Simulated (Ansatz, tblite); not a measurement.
Forces on Ca₁₂O₁₂ (started as a model of: 2x3x4 CaO rock-salt block) at its PBE-D4/def2-SVP geometry. The state is a singlet with charge 0.

The xTB rows come from tblite. Single mean-field runs in def2-TZVP are fitted with def2-universal-jkfit.

GFN1-xTB (tblite), largest force 1.05 eV/Å:

```xyz
24
positions Å, forces eV/Å
Ca   -2.432   -1.814   -2.888    0.358    0.133    0.814
Ca   -1.480    2.199   -1.033    0.532   -0.658    0.620
Ca    0.156   -0.554   -1.558   -0.147    0.182    0.922
Ca    1.183    3.441    0.432   -0.358   -0.954    0.009
Ca    1.638   -3.331   -1.941   -0.477    0.444    0.620
Ca    2.778    0.611   -0.042   -1.013   -0.083    0.259
Ca   -2.778   -0.611    0.041    1.014    0.083   -0.259
Ca   -1.638    3.331    1.941    0.477   -0.444   -0.620
Ca   -1.183   -3.441   -0.432    0.359    0.954   -0.009
Ca   -0.156    0.555    1.558    0.147   -0.182   -0.922
Ca    1.480   -2.199    1.033   -0.532    0.658   -0.620
Ca    2.432    1.814    2.888   -0.358   -0.133   -0.814
O    -1.998    0.158   -1.970   -0.195    0.244   -0.466
O    -0.939    4.039    0.077   -0.108    0.367    0.009
O    -0.396   -2.609   -2.478    0.074   -0.185   -0.616
O     0.658    1.424   -0.545    0.181    0.109   -0.602
O     2.218   -1.414   -0.989    0.466   -0.002   -0.312
O     3.129    2.523    1.024    0.299    0.215    0.103
O    -3.129   -2.523   -1.024   -0.299   -0.215   -0.103
O    -2.218    1.414    0.989   -0.467    0.002    0.312
O    -0.658   -1.424    0.545   -0.181   -0.109    0.602
O     0.396    2.609    2.478   -0.074    0.185    0.616
O     0.939   -4.039   -0.077    0.108   -0.367   -0.009
O     1.998   -0.158    1.970    0.195   -0.245    0.466
```

GFN2-xTB (tblite), largest force 0.33 eV/Å:

```
Ca 0.138 0.049 0.122
Ca 0.085 -0.234 -0.024
Ca 0.011 0.119 0.145
Ca -0.104 -0.309 -0.051
Ca -0.110 0.142 0.065
Ca -0.195 -0.130 -0.089
Ca 0.195 0.130 0.089
Ca 0.110 -0.142 -0.064
Ca 0.104 0.309 0.051
Ca -0.011 -0.120 -0.145
Ca -0.085 0.234 0.024
Ca -0.138 -0.049 -0.122
O 0.055 -0.051 0.016
O 0.030 -0.010 0.018
O 0.020 0.089 0.055
O -0.037 0.007 0.170
O -0.075 -0.002 -0.015
O -0.034 0.013 0.003
O 0.034 -0.013 -0.003
O 0.075 0.002 0.014
O 0.037 -0.007 -0.170
O -0.021 -0.089 -0.055
O -0.030 0.010 -0.018
O -0.055 0.051 -0.016
```

PBE-D4/def2-TZVP (Ansatz), largest force 0.08 eV/Å:

```
Ca -0.025 -0.002 0.036
Ca -0.024 0.069 -0.022
Ca 0.012 -0.010 -0.065
Ca 0.024 0.050 -0.025
Ca 0.002 -0.013 0.043
Ca 0.067 0.034 -0.002
Ca -0.067 -0.034 0.002
Ca -0.001 0.013 -0.042
Ca -0.023 -0.050 0.025
Ca -0.011 0.010 0.065
Ca 0.024 -0.069 0.022
Ca 0.025 0.003 -0.035
O -0.010 -0.029 -0.028
O -0.035 0.020 0.035
O 0.009 -0.005 -0.045
O 0.004 0.005 -0.009
O 0.000 -0.033 -0.026
O 0.023 -0.002 0.048
O -0.023 0.002 -0.048
O 0.000 0.033 0.026
O -0.004 -0.005 0.008
O -0.009 0.005 0.045
O 0.035 -0.020 -0.035
O 0.010 0.029 0.028
```
